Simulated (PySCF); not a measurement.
C2HF5, optimised at B3LYP/6-31G*:

```xyz
8

F      1.0867    -1.2043     0.6576
C      0.7651    -0.1034    -0.0630
F      1.3555     0.9822     0.4914
C     -0.7551     0.0873    -0.0120
F     -1.1845     0.2357     1.2457
F     -1.0959     1.1776    -0.7194
F     -1.3614    -0.9815    -0.5555
H      1.1099    -0.2243    -1.0947
```

Method: PySCF energies (xtb for GFN2) plus ideal-gas RRHO corrections (1 bar). 6-31G* has spherical d functions here. All species are closed-shell singlets. B3LYP is the form with VWN-RPA correlation.

Task: List the harmonic frequencies (cm⁻¹, unscaled) at this level and at the other levels, each on its own geometry.

Result: 
- B3LYP/6-31G*: 65, 204, 238, 356, 409, 512, 570, 577, 718, 875, 1154, 1170, 1220, 1248, 1332, 1411, 1462, 3118
- GFN2-xTB: 45, 169, 209, 335, 379, 460, 523, 525, 648, 813, 1083, 1084, 1095, 1108, 1180, 1243, 1253, 2911
- HF/6-31G*: 82, 226, 264, 393, 455, 565, 626, 637, 790, 963, 1266, 1309, 1364, 1407, 1484, 1549, 1644, 3358
- PBE/def2-SVP: 63, 201, 233, 352, 401, 508, 565, 567, 707, 848, 1127, 1131, 1174, 1201, 1278, 1338, 1396, 2991
- PBE0/def2-TZVP: 76, 211, 243, 364, 417, 525, 585, 588, 733, 879, 1166, 1173, 1216, 1241, 1324, 1376, 1451, 3100
